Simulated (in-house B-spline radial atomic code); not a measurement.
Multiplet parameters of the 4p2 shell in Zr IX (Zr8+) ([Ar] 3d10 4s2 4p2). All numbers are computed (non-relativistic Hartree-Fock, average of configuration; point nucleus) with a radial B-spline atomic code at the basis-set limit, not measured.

Slater integrals: F^2 = 87762 cm⁻¹. Central-field spin-orbit parameter ζ(4p) = 11590 cm⁻¹ (bare central field on non-relativistic orbitals, without two-electron terms: too large for light atoms, too small for heavy ones).

With F₂ = F^2/25 = 3510 cm⁻¹:

Problem. Where do the terms lie in LS coupling, without spin-orbit interaction?

Solution. In cm⁻¹ above the Hund's-rule term:
| term | expression | energy |
| --- | --- | --- |
| 3P | 0 F₂ | 0 |
| 1D | 6 F₂ | 21063 |
| 1S | 15 F₂ | 52657 |

Problem. How far can these numbers be trusted?

Solution. Unscaled Hartree-Fock integrals overestimate measured term splittings, because correlation screens the repulsion; fits to spectra scale them down, most for low charges. Here ζ is 3.30 times F₂, so the coupling is intermediate: spin-orbit interaction mixes the terms, and LS labels name only the largest part.
